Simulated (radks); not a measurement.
Species: Cu. Configuration: [Ar] 3d10 4s1.

Method: Dirac Kohn-Sham, exchange-only B88, spin-unpolarised, spherical densities, point nucleus; computed with a radial shooting solver on a logarithmic mesh with Libxc functionals.

Energy parts (hartree):
total: -1653.88682
kinetic: 1683.78078
electron-nucleus: -3988.48465
Hartree: 717.35307
exchange: -66.53601

Orbitals (lengths in bohr, moments of r in powers of bohr):
[
 {"orbital": "1s1/2", "occ.": "2", "eigenvalue (hartree)": "-325.2622", "<r^4>": "0.00003437", "<1/r>": "29.16"},
 {"orbital": "2s1/2", "occ.": "2", "eigenvalue (hartree)": "-39.01290", "<r^4>": "0.007406", "<1/r>": "6.358"},
 {"orbital": "2p1/2", "occ.": "2", "eigenvalue (hartree)": "-34.18109", "<r^4>": "0.005327", "<1/r>": "6.315"},
 {"orbital": "2p3/2", "occ.": "4", "eigenvalue (hartree)": "-33.42715", "<r^4>": "0.005622", "<1/r>": "6.174"},
 {"orbital": "3s1/2", "occ.": "2", "eigenvalue (hartree)": "-4.17843", "<r^4>": "0.5645", "<1/r>": "2.004"},
 {"orbital": "3p1/2", "occ.": "2", "eigenvalue (hartree)": "-2.68164", "<r^4>": "0.7634", "<1/r>": "1.869"},
 {"orbital": "3p3/2", "occ.": "4", "eigenvalue (hartree)": "-2.58643", "<r^4>": "0.8108", "<1/r>": "1.835"},
 {"orbital": "3d3/2", "occ.": "4", "eigenvalue (hartree)": "-0.16165", "<r^4>": "10.02", "<1/r>": "1.373"},
 {"orbital": "3d5/2", "occ.": "6", "eigenvalue (hartree)": "-0.15173", "<r^4>": "10.88", "<1/r>": "1.360"},
 {"orbital": "4s1/2", "occ.": "1", "eigenvalue (hartree)": "-0.14885", "<r^4>": "217.4", "<1/r>": "0.4385"}
]

The highest occupied level is 4s1/2 at -4.050 eV. Summed over all electrons, <r^2> = 32.44 bohr^2, which gives a Langevin (diamagnetic) susceptibility term of -25.7 x 10^-6 cm^3/mol. For comparison, the ionisation energy in NIST's Atomic Spectra Database is 7.726 eV (measured). In exact Kohn-Sham theory the highest level is minus the ionisation energy, but local and semilocal functionals leave it too shallow, through self-interaction and a potential that decays too fast; potentials with the right tail come closer. The density falls to 0.001 e/bohr^3 at r = 4.14 bohr.

Beside tabulated values, note that spin-unpolarised runs miss the spin-polarisation part of the exchange energy of open shells.
